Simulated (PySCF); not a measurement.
Input of a run (PBE0-D3(BJ)/def2-SVP geometry optimisation, gas phase (PySCF 2.14.0)), started from GFN2-xTB:
```
{"job": {"xc": "PBE0", "basis": "def2-SVP", "d3": "d3bj", "grid": 1, "shake": 0.01, "kind": "geom"}, "charge": 0, "multiplicity": 1}
O      2.536840     0.912320     0.206810
Si     1.085670     0.408900     0.796600
C      0.479770    -1.294800     0.169300
C     -0.653200    -0.988800    -0.748100
C     -1.460450     0.180750    -0.163370
C     -0.462590     1.314040     0.137980
H      2.689420     1.000760    -0.734770
H      1.355900     0.527790     2.223760
H      1.257910    -1.868890    -0.323090
H      0.155840    -1.907310     1.022140
H     -1.342370    -1.865460    -0.856180
H     -0.312490    -0.710540    -1.728650
H     -2.277610     0.528880    -0.837750
H     -1.941680    -0.127060     0.788890
H     -0.892680     2.021180     0.830980
H     -0.237350     1.865860    -0.773820
```

Output (energies in Eh, forces in Eh/bohr):
```
step   0  E = -522.56596952  max force = 0.043451
step   1  E = -522.57124586  max force = 0.004353
step   2  E = -522.57149783  max force = 0.001420
step   3  E = -522.57154638  max force = 0.000433
step   4  E = -522.57155520  max force = 0.000368
optimisation converged
```

Problem. Summarise the run.

Solution. The energy falls by 14.7 kJ/mol over 5 energy and gradient evaluations, the largest force component goes from 0.0435 to 3.7e-04 Eh/bohr, and the atoms move by 0.059 Å rms after alignment. The bond that changes most is C3–C4 (sp3 carbon bound to silicon to ring CH2 carbon), which lengthens by 0.047 Å. Bonds longer at the end by more than 0.005 Å: 8 of 16; shorter: 5. Among the angles that change most is Si2–O1–H7, from 121.4° to 116.7°. The energy never rose by more than 1e-6 Eh on the way. The first step brought 94 % of the lowering.

Problem. What are the final bond lengths?

Solution. O1–Si2 1.673 Å, Si2–C3 1.895 Å, C3–C4 1.537 Å, C4–C5 1.533 Å, C5–C6 1.537 Å, Si2–C6 1.896 Å, O1–H7 0.961 Å, Si2–H8 1.490 Å, C3–H9 1.101 Å, C3–H10 1.104 Å, C4–H11 1.102 Å, C4–H12 1.105 Å, C5–H13 1.102 Å, C5–H14 1.105 Å, C6–H15 1.100 Å, C6–H16 1.105 Å. Numbering counts from 1 in the input's order; the species is `O[SiH]1CCCC1`.

The run used 138 basis functions and 31 SCF cycles in all.

Stationary, but not proved a minimum. One conformer, not necessarily the lowest.
